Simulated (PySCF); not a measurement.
C₆H₁₆Si₂.
Numbering: `[CH3:1][Si@@H:2]([CH2:3][SiH3:4])[CH:5]1[CH2:6][CH2:7][CH2:8]1` (hydrogens: H9, H10, H11 on C1; H12 on Si2; H13, H14 on C3; H15, H16, H17 on Si4; H18 on C5; H19, H20 on C6; H21, H22 on C7; H23, H24 on C8)

The calculation used PBE0-D3(BJ)/def2-SVP geometry optimisation, gas phase in PySCF 2.14.0.

Problem. Give the optimised bond lengths and angles.

Solution. 
```
                     bond  length (Å)
                   C1–Si2       1.882
                   Si2–C3       1.888
                   C3–Si4       1.879
                   Si2–C5       1.886
                    C5–C6       1.554
                    C6–C7       1.540
                    C7–C8       1.540
                    C5–C8       1.552
    C1–H9, C1–H10, C1–H11       1.101
                  Si2–H12       1.502
                   C3–H13       1.105
                   C3–H14       1.104
Si4–H15, Si4–H16, Si4–H17       1.497
                   C5–H18       1.103
                   C6–H19       1.102
                   C6–H20       1.101
                   C7–H21       1.100
                   C7–H22       1.100
                   C8–H23       1.103
                   C8–H24       1.101
```

Bonds in one row agree within 0.01 Å and their mean is given. A selection of angles:
```
     angle  degrees
 C1–Si2–C3    110.1
 C1–Si2–C5    111.2
 C3–Si2–C5    110.9
Si2–C3–Si4    117.5
 Si2–C5–C6    116.0
 Si2–C5–C8    114.8
  C6–C5–C8     88.6
  C5–C6–C7     89.2
  C6–C7–C8     89.5
  C5–C8–C7     89.3
```

Torsions: C1–Si2–C3–Si4 70° (synclinal); C1–Si2–C5–C6 -45° (synclinal); Si2–C5–C6–C7 103° (anticlinal); C5–C6–C7–C8 14° (synperiplanar); C6–C7–C8–C5 -14° (synperiplanar); Si2–C5–C8–C7 -104° (anticlinal).

The 4-membered ring C5–C6–C7–C8 has internal angles of 88.6° to 89.5° (sum 357°, against 360° for a flat polygon); it is puckered, 0.09 Å rms from its mean plane, widest ring torsion 14°. Si2 (SiH silicon) is tetrahedral (angles from 107.9° to 111.2°). Of the pairs four or more bonds apart, Si4···H19 is among the closest relative to their van der Waals radii: 3.08 Å, 93 % of the sum of Bondi's values. Si4 (SiH3 silicon) is tetrahedral (angles from 107.7° to 111.2°).

Point group: C1 (no symmetry element, even within 0.4 Å). No PBE0-D3(BJ)/def2-SVP frequencies stand behind this structure, so it isn't proved a minimum. The numbers are those of one conformer.
